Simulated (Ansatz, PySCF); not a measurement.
The pair A = H2S (SMILES S) (first 3 atoms), B = CH6Si (SMILES C[SiH3]); geometry from B3LYP-D3(BJ)/def2-TZVP.
(charge 0, multiplicity 1):
```csv
atom,x (Å),y (Å),z (Å)
S,-0.0090,-0.5345,0.3055
H,-0.0206,-1.5721,1.1573
H,-1.1468,-0.0347,0.8134
C,1.1190,1.0767,3.8320
Si,-0.3997,0.0436,4.1959
H,1.9776,0.7210,4.4044
H,0.9491,2.1230,4.0925
H,1.3659,1.0218,2.7709
H,-0.1713,-1.3791,3.8393
H,-1.5676,0.5243,3.4159
H,-0.7539,0.1041,5.6354
```

Cores are frozen in the correlated methods. Rows in 6-31G* carry no dispersion term and start afresh at each structure (6-31G* with six Cartesian d functions).

The values were computed with Ansatz (Gaussian orbitals); PySCF for 6-31G* rows. Values without a source in brackets are computed.

Total energies (hartree), monomers frozen at their geometry in the pair:

```tsv
structure	B3LYP/6-31G*	B3LYP/def2-TZVPPD	MP2/aug-cc-pV(D+d)Z
AB	-730.5965389	-730.6899131	-729.4335911
A in the pair's basis	-399.3861505	-399.4280897	-398.8598930
B in the pair's basis	-331.2109175	-331.2622787	-330.5715023
A	-399.3853762	-399.4280047	-398.8588657
B	-331.2106902	-331.2622432	-330.5708790
```

Problem. Work out the interaction energy without and with the counterpoise correction, and the superposition error, for each level.

Solution. 
E(AB) − E(A) − E(B), times 627.509 kcal/mol, with the monomers in their own basis and then in the pair's basis:
- B3LYP/6-31G*: -0.30 uncorrected, 0.33 corrected; the monomers gain 0.63 kcal/mol from borrowed functions
- B3LYP/def2-TZVPPD: 0.21 uncorrected, 0.29 corrected; the monomers gain 0.08 kcal/mol from borrowed functions
- MP2/aug-cc-pV(D+d)Z: -2.41 uncorrected, -1.38 corrected; the monomers gain 1.04 kcal/mol from borrowed functions

Ansatz is a first-principles code.
